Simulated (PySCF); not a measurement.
A species of formula C6H9N2 (doublet) has this rotational fingerprint, computed with PBE0-D3(BJ)/def2-SVP geometry optimisation, gas phase in PySCF 2.14.0:

* Rotational constants: A = 4289, B = 1660, C = 1258 MHz
* Dipole components: |μa| = 0.83 D, |μb| = 0.02 D, |μc| = 0.02 D
* Inertial defect: -20.54 u·Å²
* κ: -0.73

Question: Which candidate fits, each taken in the one conformer that was computed?
A. `[CH3:1][CH:2]([CH3:3])[C:4]1=[N:5][CH:6]=[CH:7][N:8]1` (doublet state) with C1–C2–C4–N5 -12°
B. `[CH3:1][CH:2]([CH3:3])[c:4]1[n:5][cH:6][c:7][nH:8]1` (doublet state) with C1–C2–C4–N5 -118°

Answer: A. It is CC(C)C1=NC=C[N]1, an asymmetric top, point group C1. The candidates at the same level (rigid rotor, commonest isotopes):

```tsv
SMILES	A (MHz)	B (MHz)	C (MHz)	μa (D)	μb (D)	μc (D)	Δ (u·Å²)	point group	rotor
CC(C)C1=NC=C[N]1	4289	1660	1258	0.83	0.02	0.02	-20.54	C1	asymmetric top
CC(C)c1nc[c][nH]1	4474	1432	1417	2.02	2.38	0.59	-109.06	–	–
```

`CC(C)c1nc[c][nH]1` has B 14 % too low. No structure here is proved a minimum.
